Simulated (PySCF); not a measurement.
```xyz
4
charge 0 multiplicity 1, angstrom
As    0.0000    0.0000    0.0000
H     1.4694    0.0000    0.0000
H    -0.7347    1.2726    0.0000
H    -0.7347   -1.2726    0.0000
```

Computed with PySCF, B3LYP, basis As def2-TZVP, H def2-TZVP (no relativity, density fitting).

This geometry of AsH₃ is a stationary point at this level.

(1) What is the point group?

(2) Is it a minimum?

(3) List the harmonic modes with their infrared intensities.

(4) Give the atomic charges and bond orders.

## Answers

(1) D3h.

(2) No: it has 1 imaginary mode, at 1126i cm⁻¹ (a2'').

(3) 
| symmetry | ω (cm⁻¹) | IR (km/mol, summed over degenerate members) |
| --- | --- | --- |
| a2'' | 1126i | – |
| e' | 905 | 48.1 |
| a1' | 2409 | 0.0 |
| e' | 2475 | 0.0 |

(4) 
```tsv
atom	Mulliken	Löwdin	polar tensor	Mayer order to As1
As1	-0.29	0.02	-0.09	–
H2,3,4	0.10	-0.01	0.03	0.92
```

Other isomers or separated fragments may lie lower. At this level a singlet minimum of C3v symmetry lies 171 kJ/mol below this structure.
